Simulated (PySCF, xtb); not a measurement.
In(Me)2 (C₂H₆In), SMILES [CH3][In+][CH3], charge +1.

GFN2-xTB in xtb at its own geometry gives an orbital gap of 2.57 eV.

Coordinates come from a B3LYP-D3(BJ)/def2-SVP optimisation. The spin state was assumed, not searched. The isomer is the one that the SMILES or the coordinates give; other isomers of the formula were not compared. The def2 effective core potentials stand for the cores of In; spin–orbit coupling is left out.

Task: What does ωB97X/def2-TZVPD run with PySCF give? (Estimate from the structure and the level; the computed values follow.)

Result: gap 10.86 eV (levels -15.49 and -4.64 eV).
